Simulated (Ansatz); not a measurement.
Input file for Ansatz (a first-principles code): R-MP2/def2-TZVPPD on FHPb (SMILES [F][PbH]), atoms moved off the minimum. Elements past Kr take the def2 small-core potentials; no spin–orbit coupling. Files ending in .json are basis or fitting sets from the Basis Set Exchange. The run froze 10 orbitals, filled d shells among them.

Ansatz 0.2 input:
```yaml
crystal:
  periodic: [false, false, false]
  atoms:
    - {symbol: Pb, position_ang: [0.14950525, -0.04574902, 0.06644054]}
    - {symbol: H, position_ang: [-1.20302747, -1.02094551, -0.99993642]}
    - {symbol: F, position_ang: [0.66268080, 1.17349298, -1.20579176]}
basis:
  gaussian:
    orbitals: def2-TZVPPD.json
magnetization: {spin_polarized: false}
correlation: {method: mp2, electrons: outside_noble_gas}
scf: {lower_state_search: off}
output: {forces: true}
```

It printed:

```
WARN ansatz: RAYON_NUM_THREADS=1 ignored (pool sized by the plan → 1); use --threads N
Functional definition: HF
these checks for a lower state are left out or cut short: starts, cluster_reference, orbital_swaps, neighbouring_geometries, increment
integrals: 0.07 GiB planned
892 factors; integrals over basis functions are off by at most 1.0e-3 eV
mean field: 0.23 GiB planned
mean field evaluation 1: about -7940.7225 eV, gradient 3.3e1 eV
mean field evaluation 2: about -7940.7230 eV, gradient 3.3e1 eV
mean field evaluation 4: about -7942.5658 eV, gradient 1.7e0 eV
mean field evaluation 8: about -7942.5841 eV, gradient 4.8e-4 eV
mean field -7942.58407351 eV, -291.8845810246 hartree, gradient 2.8e-6 eV, S^2 0.000000; 0 other end points of the search recorded, 0 dependent functions left out
10 core orbitals not correlated, not the lowest: weight in the atoms' cores, before any rotation towards them, 0.948 or more for the frozen orbitals, at most 0.070 for the correlated occupied ones
reference -7942.58407351 eV, -291.8845810246 hartree; 6, 6 occupied and 97, 97 virtual orbitals, 892 factors
densities: 0.23 GiB planned
second order -9.19615312 eV of doubles, -0.00000000 eV of singles
the calculation of the forces begins
Total energy: -7951.78022663 eV, -292.2225334183 hartree
Atom 0 at     0.149505    -0.045749     0.066441 Å, force    -2.463158    -5.116704     4.654328 eV/Å
Atom 1 at    -1.203027    -1.020946    -0.999936 Å, force     0.604634     0.508876     0.332718 eV/Å
Atom 2 at     0.662681     1.173493    -1.205792 Å, force     1.858524     4.607828    -4.987046 eV/Å
Dipole moment:     0.099249    -0.139123     0.494252 e Å
Checks for a lower state left out: starts, cluster_reference, orbital_swaps, neighbouring_geometries, increment
```

The run converged.

Cost: roughly 6 core-seconds.
